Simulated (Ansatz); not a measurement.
The cluster Ca4Se3. Charge 0, multiplicity 3. Geometry PBE-D4/def2-SVP, that of the charge +1 doublet; atoms count from 1.

```xyz
7

Ca   -0.346   -1.949    1.451
Ca    2.210   -0.406   -0.970
Ca    0.400    1.839    1.579
Ca   -1.375    0.313   -1.250
Se   -1.866    0.319    1.532
Se    0.084   -2.100   -1.241
Se    0.894    1.985   -1.101
```

The structure comes from a short search, and lower isomers may exist.

Problem. Estimate the Mulliken populations from the PBE0/def2-SVP orbitals of Ansatz.

Solution. 
| atom | charge (e) | spin (α − β) |
| --- | --- | --- |
| Ca1 | 0.42 | 0.76 |
| Ca2 | 0.64 | 0.40 |
| Ca3 | 0.42 | 0.77 |
| Ca4 | 0.84 | 0.01 |
| Se5 | -0.78 | 0.03 |
| Se6 | -0.77 | 0.01 |
| Se7 | -0.77 | 0.01 |
Mulliken values and Mayer orders depend strongly on the basis.

Problem. Where does the spin sit?

Solution. Summed by element: Ca 1.94, Se 0.06, of 2 unpaired in all. Largest on single atoms: Ca3 0.77, Ca1 0.76, Ca2 0.40.

Problem. And the Mayer bond orders between bonded heavy atoms (over 0.3)?

Solution. Ca1–Ca2 0.31 (3.84 Å); Ca1–Se5 0.66 (2.73 Å); Ca1–Se6 0.61 (2.73 Å); Ca2–Ca3 0.31 (3.85 Å); Ca2–Se6 0.76 (2.73 Å); Ca2–Se7 0.76 (2.73 Å); Ca3–Se5 0.66 (2.73 Å); Ca3–Se7 0.61 (2.73 Å); Ca4–Se5 0.65 (2.82 Å); Ca4–Se6 0.62 (2.82 Å); Ca4–Se7 0.62 (2.82 Å).
